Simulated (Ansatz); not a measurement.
Job for Ansatz (a first-principles code): R-CCSD(T)/cc-pVDZ on CH4GeO (SMILES C[O][GeH]), a point of a torsion scan. The run froze 16 orbitals, filled d shells among them.

Ansatz 0.2 input:
```yaml
crystal:
  periodic: [false, false, false]
  atoms:
    - {symbol: C, position_ang: [-0.75253133, -0.16824266, 0.03769553]}
    - {symbol: O, position_ang: [0.24262546, 0.80631965, -0.16109269]}
    - {symbol: Ge, position_ang: [1.98796465, 0.82282120, 0.13253871]}
    - {symbol: H, position_ang: [-0.53507071, -1.08460952, -0.51733803]}
    - {symbol: H, position_ang: [-1.69705339, 0.24427174, -0.32436721]}
    - {symbol: H, position_ang: [-0.86211735, -0.41637835, 1.09670131]}
    - {symbol: H, position_ang: [2.03157496, 2.35942323, -0.44318564]}
basis:
  gaussian:
    orbitals: cc-pVDZ
magnetization: {spin_polarized: false}
correlation: {method: ccsd_t, electrons: outside_noble_gas}
scf: {lower_state_search: off}
```

**Question.** What total energy does the run end on?

**Answer.** -2190.8311 hartree (reference determinant -2190.3720, T1 diagnostic 0.020).
